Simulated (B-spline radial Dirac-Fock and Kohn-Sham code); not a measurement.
# Kohn-Sham estimates against Dirac-Fock for the levels of Cl³⁺

System: the Cl³⁺ ion, configuration [Ne] 3s1 3p3 (an excited configuration).

The density-functional columns are spherical, spin-unpolarised Dirac-Kohn-Sham results without Breit or QED terms: −ε is minus the orbital energy of the initial state and ΔSCF the difference of two total energies. The reference in the last column comes from relaxed Dirac-Fock hole states (ΔSCF) with Breit and QED corrections and a finite nucleus. All numbers are from an atomic code on a B-spline grid, in eV; a selection of levels is shown. The Kohn-Sham columns are given as differences from the reference.

| level | LDA −ε − DF | LDA ΔSCF − DF | Dirac-Fock |
| --- | --- | --- | --- |
| 2p3/2 | -21.0 | +1.5 | 258.1 |
| 3s | -8.4 | -0.7 | 67.74 |
| 3p | -5.0 | +2.1 | 50.76 |

Values without a named source are computed, but for edge energies of neutral atoms, which are taken from tables.
